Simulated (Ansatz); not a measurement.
Ansatz (a first-principles code) input (RI-MP2/aug-cc-pVTZ):
A basis named .json is the Basis Set Exchange file of that set.

Ansatz 0.2 input:
```yaml
crystal:
  periodic: [false, false, false]
  atoms:
    - {symbol: B, position_ang: [-0.00000000, -0.00000000, -0.83561304]}
    - {symbol: N, position_ang: [0.00000000, 0.00000000, 0.39812868]}
    - {symbol: H, position_ang: [0.00000000, 0.00000000, 1.39116444]}
basis:
  gaussian:
    orbitals: aug-cc-pVTZ
    fitting: {mean_field: def2-universal-jkfit, correlation: aug-cc-pVTZ-RIFIT.json}
total_charge: -1
magnetization: {spin_polarized: false}
correlation: {method: mp2, electrons: outside_noble_gas}
```

End of the output:

```
integrals: 0.03 GiB planned
170 factors; integrals over basis functions are off by at most 8.5e-1 eV
258 factors; integrals over basis functions are off by at most 6.7e-1 eV
mean field: 0.13 GiB planned
mean field evaluation 1: about -2167.8267 eV, gradient 1.5e1 eV
mean field evaluation 2: about -2168.6215 eV, gradient 4.6e0 eV
mean field evaluation 4: about -2168.7280 eV, gradient 6.1e-1 eV
mean field evaluation 8: about -2168.7298 eV, gradient 2.8e-6 eV
mean field -2168.72979209 eV, -79.6993498415 hartree, gradient 2.8e-6 eV, S^2 0.000000; 0 other end points of the search recorded, 0 dependent functions left out
2 core orbitals not correlated
reference -2168.72979209 eV, -79.6993498415 hartree; 5, 5 occupied and 108, 108 virtual orbitals, 258 factors
second order -8.50327364 eV of doubles, -0.00000000 eV of singles
Total energy: -2177.23306573 eV, -80.0118393840 hartree
```

This state (charge -1, singlet) is run at the relaxed geometry of the species with charge 0 and multiplicity 2.
